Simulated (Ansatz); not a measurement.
Gas-phase electronic energies from Ansatz, PBE0-D4/def2-TZVP geometries. CCSD(T)/CBS is the MP2 limit (def2-TZVPP, def2-QZVPP) plus CCSD(T) − MP2 in def2-TZVPP, frozen cores. DFT in def2-TZVPP. For Ga outer-core shells are correlated without core-valence functions, which leaves a few kJ/mol of doubt a bond. Scalar relativity is left out up to krypton. Each species was taken in one conformer, which may not be the lowest.

Consider the redistribution: `[SiH3][AlH][PH2]` + `S[SiH2][GaH2]` → `P[SiH2][GaH2]` + `[SiH3][AlH][SH]`.

`[SiH3][AlH][PH2]`:

```xyz
9

Si   -0.333    1.140    1.315
Al    0.621   -0.740    0.056
P    -0.492   -1.582   -1.802
H    -1.667    1.550    0.794
H     0.566    2.328    1.226
H    -0.490    0.816    2.763
H     1.939   -1.482    0.542
H    -0.831   -0.303   -2.316
H     0.687   -1.728   -2.579
```

`S[SiH2][GaH2]`:

Z-matrix (Å, degrees):
```
Si
Ga 1 2.400
S 1 2.165 2 100.7
H 1 1.486 2 115.4 3 110.2
H 1 1.490 2 117.4 3 -120.5
H 2 1.574 1 117.7 3 69.5
H 2 1.570 1 122.5 3 -102.5
H 3 1.344 1 95.0 2 -58.5
```

`P[SiH2][GaH2]`:

Z-matrix (Å, degrees):
```
Si
Ga 1 2.414
P 1 2.266 2 108.3
H 1 1.493 2 109.8 3 -122.7
H 1 1.489 2 112.6 3 117.7
H 2 1.574 1 119.0 3 56.8
H 2 1.572 1 122.4 3 -122.7
H 3 1.420 1 95.4 2 -161.8
H 3 1.421 1 93.9 2 -67.7
```

`[SiH3][AlH][SH]`:

Cartesian coordinates in Å:
```
Si -1.211 0.531 0.826
Al 0.917 -0.163 -0.163
S 0.816 -1.172 -2.098
H -2.373 0.119 -0.009
H -1.260 2.014 0.982
H -1.385 -0.061 2.183
H 2.349 0.060 0.479
H 2.147 -1.328 -2.200
```

```tsv
level	ΔE (kJ/mol)
PBE0-D4	-37.8
HF/def2-QZVPP	-42.1
```

(1) What does CCSD(T)/CBS give? (Estimate.)

(2) What do rigid-rotor, harmonic-oscillator terms from PBE0-D4/def2-TZVP frequencies (298.15 K, 1 bar) make of the CCSD(T)/CBS value? (Estimate.)

Largest T1 diagnostic among the species: 0.014.

## Answers

(1) Computed: -39.0 kJ/mol. The listed levels differ from it by 1.2, -3.1 kJ/mol.

(2) Computed: ΔZPE = +1.2 kJ/mol, ΔH = -38.4 kJ/mol, ΔS = -4 J/(mol·K), ΔG = -37.2 kJ/mol. Modes under 50 cm⁻¹ make the entropy rough.

At CCSD(T), def2-SVP lies −6.6 kJ/mol from the extrapolated value and def2-TZVPP −0.9 kJ/mol. Leaving LDA and LC-ωPBE aside and taking each functional with its dispersion term where it has one, the values, not all of them listed here, spread over 4.4 kJ/mol, from BHLYP-D4 to PBE-D4.
